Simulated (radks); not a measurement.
Coulomb parameter of the 5d shell of the tungsten ion W3+ in the model configuration [Xe] 4f14 5d1.5 6s1.5, as a second difference U = [E(n + 0.5) + E(n - 0.5) - 2 E(n)] / (0.5)^2 with all orbitals relaxed. "Bare": the charge of the atom changes with n. "Screened": the 6s shell takes up the change at fixed total charge, which measures U(5d,5d) + U(6s,6s) - 2 U(5d,6s). Method: scalar-relativistic Kohn-Sham, BLYP, spin-unpolarised, spherical densities, point nucleus; computed with a radial shooting solver on a logarithmic mesh with Libxc functionals.

| case | configuration | E - E(n) (eV) |
|---|---|---|
| start | [Xe] 4f14 5d1.5 6s1.5 | 0.000 |
| bare +0.5 | [Xe] 4f14 5d2 6s1.5 | -15.800 |
| bare -0.5 | [Xe] 4f14 5d1 6s1.5 | 18.871 |
| screened +0.5 | [Xe] 4f14 5d2 6s1 | -1.919 |
| screened -0.5 | [Xe] 4f14 5d1 6s2 | 2.196 |

U(bare) = 12.282 eV, U(screened by 6s) = 1.106 eV, against the Slater integral F0(5d,5d) = 14.472 eV with frozen orbitals.
